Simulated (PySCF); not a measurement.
Computed IR spectrum (relative IR intensity) of a molecule C2H7BO3. Coordinates come from a PBE-D3(BJ)/def2-SVP optimisation. One conformer was computed; it need not be the lowest. These are PBE-D3(BJ)/def2-SVP (PySCF 2.14.0) values and carry that method's errors. No scaling factor is applied to the harmonic values.

ν (cm⁻¹): 116 (vw), 507 (m), 644 (w), 951 (m), 1089 (w), 1187 (w), 1362 (vs), 1385 (m), 1416 (w), 1424 (w), 1458 (s), 1496 (s), 2944 (m), 2948 (w), 3022 (w), 3028 (w), 3054 (w), 3753 (w) (against the strongest line: vs over 80 %, s over 45 %, m over 15 %, w over 4 %, vw less)

**Question.** Which structure fits?
(A) OCB(O)CO
(B) COB(O)OC
(C) COB(O)CO
(D) COCB(O)O

**Answer.** B, COB(O)OC
